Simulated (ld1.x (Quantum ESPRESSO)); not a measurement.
**La (Z = 57): excitation energies, all-electron against TM**

lanthanum (La), norm-conserving Troullier–Martins (Kleinman–Bylander form), made with ld1.x (Quantum ESPRESSO) 7.5 (PBE, scalar-relativistic). Core [Kr] 4d10, reference 4f0 5s2 5p6 5d1 6s0 6p0 (charge +2). Waves: 5p (bound): rc 2.40 bohr; 5d (bound): rc 2.95 bohr; 4f (bound, empty): rc 1.30 bohr; 5s (bound): rc 2.70 bohr. Local part: the s channel. Core correction: a·sin(br)/r model core, default radius (core density twice the valence density).

Energies are relative to the spin-unpolarised reference configuration 4f0 5s2 5p6 5d1 6s0 6p0; without spin polarisation the order of configurations can differ from experiment. Not all tests gave a result: 2 of 7 tests not solved or not reliable. Left out of the table: 4f0 5s2 5p6 5d1 6s2 6p0 (solver errors, printed error -802 eV); 4f0 5s2 5p6 5d1.5 6s1.5 6p0 (solver errors, printed error -791 eV).

(1) Give the all-electron excitation energy and the error of the potential for: 4f0 5s2 5p6 5d1 6s1 6p0; 4f0 5s2 5p6 5d0 6s0 6p0; 4f0 5s2 5p6 5d2 6s1 6p0; 4f0 5s2 5p6 5d1 6s1 6p1; 4f0 5s2 5p5 5d1 6s2 6p0.

Results:

(1)

```
  valence configuration  charge  ΔE all-electron (eV)  error AE − PS (meV)
4f0 5s2 5p6 5d1 6s1 6p0      +1               -10.889                +1772
4f0 5s2 5p6 5d0 6s0 6p0      +3                18.950                 -5.9
4f0 5s2 5p6 5d2 6s1 6p0       0               -16.061                +1189
4f0 5s2 5p6 5d1 6s1 6p1       0               -14.477                +1431
4f0 5s2 5p5 5d1 6s2 6p0      +1                10.117                +4572
```

These tests converged, but a pseudo level misses the all-electron one widely, so the file describes the atom poorly there or has found another state: 4f0 5s2 5p6 5d0 6s0 6p0: empty 6s by 3.5 eV; 4f0 5s2 5p6 5d1 6s1 6p1: 6s by 1.1 eV; 4f0 5s2 5p5 5d1 6s2 6p0: 5p by 2.3 eV.
